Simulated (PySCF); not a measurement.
Assignment exercise: C$_{11}$H$_{10}$

Cartesian coordinates in Å; atom numbers follow the order of the lines, from 1:
```xyz
21

C    -2.541   -1.380   -1.105
C    -2.026   -0.363   -0.413
C    -2.763    0.730    0.216
C    -1.908    1.568    0.828
C    -0.551    1.086    0.642
C     0.668    1.579    1.064
C     1.819    0.885    0.717
C     1.772   -0.282   -0.036
C     3.034   -1.017   -0.374
C     0.537   -0.779   -0.457
C    -0.612   -0.099   -0.120
H    -1.919   -2.146   -1.535
H    -3.603   -1.474   -1.260
H    -3.834    0.815    0.174
H    -2.157    2.461    1.375
H     0.731    2.486    1.648
H     2.780    1.261    1.039
H     3.248   -1.764    0.392
H     2.941   -1.532   -1.328
H     3.880   -0.335   -0.423
H     0.495   -1.686   -1.043
```

[PySCF: geometry from GFN2-xTB; GIAO PBE0/pcSseg-1 shieldings; one conformer; relativity neglected; no solvent model; fast rotation and ring inversion assumed for equivalent nuclei]

Referencing at the same level of theory: TMS for 13C and 1H.

Problem. Assign these signals to the numbered atoms. 13C{1H} NMR (computed): δ 155.4 (C), 146.6 (C), 141.6 (C), 141.0 (CH), 140.2 (C), 135.4 (CH), 133.9 (CH), 126.0 (CH), 125.9 (CH), 121.7 (CH2), 24.4 (CH3).

Solution. 
155.4 → C2, fully substituted alkene carbon: an sp2 carbon of a C=C bond
146.6 → C5, substituted aromatic carbon
141.6 → C11, substituted aromatic carbon
141.0 → C4, alkene CH: an sp2 carbon of a C=C bond
140.2 → C8, substituted aromatic carbon
135.4 → C3, alkene CH: the olefinic region
133.9 → C7, aromatic CH: the aromatic region
126.0 → C10, aromatic CH
125.9 → C6, aromatic CH
121.7 → C1, terminal =CH2 carbon: as expected for a trigonal carbon in a double bond
24.4 → C9, methyl carbon on an aromatic ring: a saturated carbon with 1 carbon neighbour and no heteroatom attached

C11 and C4; C4 and C8; C3 and C7; C10 and C6 lie closer than the usual error of such a calculation, so a measured spectrum could show them in the other order.

Problem. Assign these signals to the numbered atoms. 1H NMR (400 MHz, computed): δ 7.72 (s, 1H), 7.43 (m, 1H), 7.36 (m, 1H), 7.03 (d, 1H), 6.54 (d, 1H), 6.44 (br s, 1H), 6.04 (br s, 1H), 2.52 (s, 3H).

Solution. 
| δ (ppm) | atoms | environment | reason |
| --- | --- | --- | --- |
| 7.72 | H21 | hydrogen on an aromatic CH | it sits in the deshielding region of the aromatic ring current |
| 7.43 | H16 | hydrogen on an aromatic CH | – |
| 7.36 | H17 | hydrogen on an aromatic CH | – |
| 7.03 | H15 | hydrogen on an alkene CH | a vinylic proton, deshielded by the sp2 carbon and the C=C anisotropy |
| 6.54 | H14 | hydrogen on an alkene CH | – |
| 6.44 | H12 | hydrogen on a terminal =CH2 carbon | olefinic region |
| 6.04 | H13 | hydrogen on a terminal =CH2 carbon | – |
| 2.52 | H18/H19/H20 | hydrogen on a methyl carbon on an aromatic ring | benzylic-type position, deshielded by the ring |

H16 and H17; H14 and H12 lie closer than the usual error of such a calculation, so a measured spectrum could show them in the other order.

Shifts are as computed. Against solution values, carbons near 30 ppm lie about +3 ppm off and those near 130 ppm about +5 ppm. Of 1211 compounds with measured shifts, 218 miss one by over three times the rms of a fit or turn the order of signals round; such compounds aren't used in these exercises. Multiplicities follow the n + 1 count of equivalent neighbours, as no J values were calculated; m marks all less simple cases, F and P coupling included.
